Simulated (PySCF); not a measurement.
Cl₂H₄Si₂. Atoms are numbered in the order given.

```xyz
8

Si    -2.1079     0.1433     0.0000
Si     0.1190    -0.5606     0.0000
Cl     1.0358     0.2052    -1.6882
Cl     1.0358     0.2052     1.6882
H     -2.1126     1.6355     0.0000
H     -2.7971    -0.3695    -1.2218
H     -2.7971    -0.3695     1.2218
H      0.3330    -2.0324     0.0000
```

Geometry optimised at PBE0-D3(BJ)/def2-SVP.

These are ωB97X/def2-TZVP in PySCF values and carry that method's errors.

Estimate the frontier levels, gap, dipole moment and polarisability. (An estimate is asked for; the answer gives what the named calculation found.)


```
Property                                                                                                        Value
---------------------------------------------------------------------------------------------  ----------------------
highest occupied level                                                                                      -10.58 eV
lowest empty level                                                                                            1.47 eV
orbital gap                                                                                                  12.05 eV
dipole moment                                                                                                  1.62 D
quadrupole, principal values (traceless, Buckingham form, about the centre of nuclear charge)   -2.71, 0.86, 1.85 D·Å
mean static polarisability                                                                      76.5 bohr³ (11.34 Å³)
polarisability, principal values                                                               65.8, 80.1, 83.7 bohr³
```
